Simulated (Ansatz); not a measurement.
Reaction (formal exchange of groups at the Si–Sn bond): `[F][Sn]([F])([F])[SiH3]` + `[AlH2][O]C[SiH3]` → `[SiH3]C[O][AlH][SiH3]` + `[F][SnH]([F])[F]`

Gas-phase electronic energies from Ansatz, PBE0-D4/def2-TZVP geometries. CBS: MP2 limit from def2 TZ/QZ plus the TZ coupled-cluster correction, frozen cores. Functionals use def2-TZVPP. B3LYP here is the variant with VWN-RPA as its local correlation; programs differ in this. Elements past krypton have def2 core potentials. For Sn outer-core shells are correlated without core-valence functions, which leaves a few kJ/mol of doubt a bond. One conformer a species, not always the lowest.

`[F][Sn]([F])([F])[SiH3]`:

```xyz
8

F    -0.864    2.104    1.256
Sn    0.425    0.881    0.577
F     1.606    1.992   -0.419
F     1.446    0.418    2.115
Si   -0.536   -1.105   -0.722
H    -1.276   -0.536   -1.870
H     0.621   -1.922   -1.150
H    -1.422   -1.832    0.213
```

`[AlH2][O]C[SiH3]`:

Cartesian coordinates in Å:
```
Al 1.626 0.632 1.562
O 0.470 0.887 0.355
C 0.146 0.213 -0.837
Si -1.540 -0.625 -0.660
H 2.650 -0.564 1.383
H 1.587 1.631 2.781
H 0.116 0.931 -1.665
H 0.903 -0.539 -1.107
H -1.886 -1.360 -1.908
H -1.480 -1.590 0.472
H -2.592 0.384 -0.376
```

`[SiH3]C[O][AlH][SiH3]`:

```xyz
14

Si    1.417    1.349    1.152
C     1.569    0.117   -0.273
O     0.656    0.453   -1.291
Al   -0.963    0.054   -1.590
Si   -2.088   -1.491   -0.048
H     2.321    0.985    2.278
H     1.732    2.724    0.687
H     0.004    1.320    1.627
H     1.404   -0.901    0.109
H     2.586    0.132   -0.683
H    -1.600    0.742   -2.862
H    -2.775   -2.598   -0.772
H    -1.135   -2.108    0.919
H    -3.128   -0.776    0.748
```

`[F][SnH]([F])[F]`:

Z-matrix (Å, degrees):
```
Sn
F 1 1.891
F 1 1.891 2 105.0
F 1 1.891 2 105.0 3 110.4
H 1 1.682 2 113.7 3 -124.8
```

```
             level  ΔE (kJ/mol)  difference from CCSD(T)/CBS
            PBE-D4         36.6                         -5.2
         r2SCAN-D4         38.8                         -3.0
           PBE0-D4         35.8                         -6.0
          B3LYP-D4         45.3                          3.5
           ωB97X-V         39.2                         -2.6
           ωB97M-V         44.0                          2.2
            B2PLYP         45.9                          4.1
               PBE         38.6                         -3.2
            r2SCAN         39.7                         -2.1
              PBE0         37.7                         -4.1
             B3LYP         48.1                          6.3
     HF/def2-TZVPP         45.0                          3.2
    MP2/def2-TZVPP         44.1                          2.3
SCS-MP2/def2-TZVPP         43.6                          1.8
   CCSD/def2-TZVPP         36.9                         -4.9
CCSD(T)/def2-TZVPP         35.4                         -6.4
     HF/def2-QZVPP         45.4                          3.6
    MP2/def2-QZVPP         47.9                          6.1
SCS-MP2/def2-QZVPP         47.0                          5.2
      HF/CBS(def2)         45.4                          3.6
     MP2/CBS(def2)         50.5                          8.7
    CCSD/CBS(def2)         43.4                          1.6
       CCSD(T)/CBS         41.8                            0
```

Largest T1 diagnostic among the species: 0.015.
